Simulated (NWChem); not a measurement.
System: Si₂H₃, doublet; SMILES [SiH2]=[SiH]

Here is an NWChem input.

```
start job
memory heap 200 mb stack 900 mb global 1100 mb
geometry units angstroms noautosym nocenter noautoz
  Si    -0.046690    -1.294589     0.161299
  Si    -0.160339     0.970969    -0.075807
  H      1.452808    -1.230163    -0.145572
  H      0.954318     1.955832     0.117534
  H     -1.447605     1.736247    -0.070321
end
basis spherical
  * library cc-pvdz
end
dft
  odft
  mult 2
  xc m06-2x
  iterations 150
end
cosmo
  do_cosmo_smd true
  solvent water
end
task dft energy
```

The geometry was optimised at PBE0/def2-SVP, spin-unrestricted. No stability test was run on the SCF state. Solvent: water.

Solvent water, SMD (1 M gas to 1 M solution), gas-phase geometry. Reactions with the solvent are ignored.

Task: Give the results of this calculation. (M06-2X/cc-pVDZ, spin-unrestricted, SMD on the gas-phase geometry.) Quantities: basis functions; solvation free energy (kcal/mol); cavity-dispersion-structure term (kcal/mol); dipole in solution (D).

Result: 
```yaml
number_of_basis_functions: 51
solvation free energy (kcal/mol): 0.7
cavity-dispersion-structure term (kcal/mol): 1.6
dipole in solution (D): 1.72
```
